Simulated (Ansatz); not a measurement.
Reaction (formal exchange of groups at the Si–S bond): `C[SiH2]S[SiH2]F` + `N#COC=O` → `O=CO[SiH2]F` + `C[SiH2]SC#N`

Isolated molecules relaxed with PBE0-D4/def2-TZVP in Ansatz; ΔE leaves out vibrations. CBS: MP2 limit from def2 TZ/QZ plus the TZ coupled-cluster correction, frozen cores. DFT in def2-TZVPP. Each species was taken in one conformer, which may not be the lowest.

`C[SiH2]S[SiH2]F`:

```xyz
12

C     1.634   -0.249    0.948
Si    0.966    0.558   -0.589
S    -0.447   -0.719   -1.600
Si   -2.149   -0.300   -0.426
F    -1.935   -0.770    1.091
H     2.367    0.403    1.431
H     0.826   -0.449    1.655
H     2.120   -1.196    0.706
H     2.036    0.806   -1.587
H     0.283    1.838   -0.263
H    -2.428    1.152   -0.370
H    -3.273   -1.074   -0.995
```

`N#COC=O`:

```xyz
6

N    -1.857    0.734   -1.283
C    -0.798    0.604   -0.851
O     0.420    0.512   -0.414
C     0.663   -0.408    0.610
O    -0.159   -1.096    1.093
H     1.730   -0.346    0.844
```

`O=CO[SiH2]F`:

```xyz
8

O    -0.295   -0.893    1.664
C    -0.686    0.182    1.324
O    -0.442    0.735    0.127
Si    0.517   -0.043   -1.002
F    -0.259   -1.302   -1.577
H    -1.293    0.853    1.948
H     1.790   -0.479   -0.402
H     0.668    0.947   -2.082
```

`C[SiH2]SC#N`:

Cartesian coordinates in Å:
```
C 0.119 1.207 -0.562
Si 0.792 -0.027 0.648
S -0.818 -1.244 1.477
C -1.391 -1.792 -0.006
N -1.794 -2.164 -1.023
H 0.937 1.802 -0.978
H -0.385 0.694 -1.383
H -0.592 1.879 -0.079
H 1.354 0.589 1.875
H 1.778 -0.944 0.031
```

Q: Is it downhill or uphill in electronic energy at CCSD(T)/CBS, and by how much? (Best estimate.)

A: Computed: Downhill: ΔE = -117.1 kJ/mol.

Q: What do these levels give: PBE-D4, r2SCAN-D4, ωB97X-V, ωB97M-V, HF/def2-TZVPP, SCS-MP2/def2-TZVPP, CCSD/def2-TZVPP, HF/def2-QZVPP, MP2/def2-QZVPP, SCS-MP2/def2-QZVPP, HF/CBS(def2), CCSD/CBS(def2)? (An estimate is asked.)

A: The calculation gave: PBE-D4 -96.6, r2SCAN-D4 -108.5, ωB97X-V -109.6, ωB97M-V -112.2, HF/def2-TZVPP -124.5, SCS-MP2/def2-TZVPP -122.3, CCSD/def2-TZVPP -118.1, HF/def2-QZVPP -126.0, MP2/def2-QZVPP -121.8, SCS-MP2/def2-QZVPP -122.9, HF/CBS(def2) -126.2, CCSD/CBS(def2) -118.5 kJ/mol.

Largest T1 diagnostic among the species: 0.017.

From PBE to PBE0 (25 % exact exchange), in def2-TZVPP and without D4, ΔE moves by −4.9 kJ/mol. In def2-TZVPP, CCSD(T) changes the Hartree–Fock value by +7.8 kJ/mol (the triples alone add +1.4 kJ/mol) and MP2 by +3.4 kJ/mol.
